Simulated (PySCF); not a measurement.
## Calculated properties of `C=C/C(=N\C)C(F)F`

Species: C5H7F2N.
Numbering: `[CH2:1]=[CH:2]/[C:3](=[N:4]\[CH3:5])[CH:6]([F:7])[F:8]` (hydrogens: H9, H10 on C1; H11 on C2; H12, H13, H14 on C5; H15 on C6)

Some functional groups and rings: imine, C=C double bond and C–F bond.

**GFN2-xTB geometry**

```yaml
Point_group_of_the_GFN2-xTB_geometry: Cs
Rotational_constants_A_B_C_of_the_GFN2-xTB_geometry: 2.883, 1.549, 1.236 GHz
```

wB97X-D/def2-SVPD ground state and vertical TDDFT (core frozen in the response) (PySCF):

```yaml
Dipole_moment: 2.59 D
HOMO_energy: -9.45 eV
LUMO_energy: -0.05 eV
HOMO–LUMO_gap: 9.40 eV
Lowest_singlet_excitation: 4.22 eV (293 nm, f = 0.001)
Strongest_line_among_the_8_lowest_singlet_transitions: S2 at 5.96 eV (208 nm, f = 0.537)
Lowest_triplet_excitation_Tamm–Dancoff: 3.45 eV
Static_isotropic_polarisability: 72.7 au
Electronic_spatial_extent_⟨r²⟩_about_the_centre_of_nuclear_charge: 1006 bohr²
```

From PBE0/pcSseg-1 ground state and GIAO shieldings, non-relativistic (PySCF):

```yaml
Lowest_Hirshfeld_atomic_charge: -0.14 e on N4
Highest_Hirshfeld_atomic_charge: +0.14 e on C6
13C_chemical_shifts_computed_TMS_as_zero_by_class: 168.2 (C3), 138.0 (C1), 126.4 (C2), 126.3 (C6), 38.9 (C5) ppm
1H_chemical_shifts_computed_TMS_as_zero_by_class: 6.78 (H9), 6.47 (H11), 6.34 (H10), 6.32 (H15), 3.69 (H12/H13/H14) ppm
Isotropic_shieldings_of_nuclei_other_than_C_and_H_by_class: -121 (N4), 302 (F7/F8) ppm
Mayer_bond_orders_between_heavy_atoms: C1–C2 1.92, C2–C3 1.02, C3–N4 1.92, N4–C5 0.98, C3–C6 0.98, C6–F7 0.93, C6–F8 0.93
```

Monoisotopic mass from the formula: 119.0547 u.

The polarisability is 10.77 Å³ as a volume (1 au = 0.148185 Å³), or 1.17 au for each of the 62 electrons. A dipole of 2.59 D is allowed in Cs, and pure rotational transitions are dipole-allowed. The rotational constants make it an asymmetric top with κ = (2B − A − C)/(A − C) = -0.62, nearer the prolate limit (−1). The 8 singlets span 4.22 to 8.13 eV, and their oscillator strengths add up to 0.61. The largest Löwdin shares of the HOMO are 0.56 on N4, 0.12 on C5, 0.10 on C3 and 0.05 on C2.

Geometry: GFN2-xTB, one conformer, isolated molecule. NMR classes are plain means over equivalent atoms (diastereotopic ones count apart unless rotation or inversion swaps them), as if these changed places fast; in this geometry the members of some classes differ.

Shape of the structure used: `[CH2:1]=[CH:2]/[C:3](=[N:4]\[CH3:5])[CH:6]([F:7])[F:8]`: C1–C2–C3–N4 180°, C2–C3–C6–F7 59°.
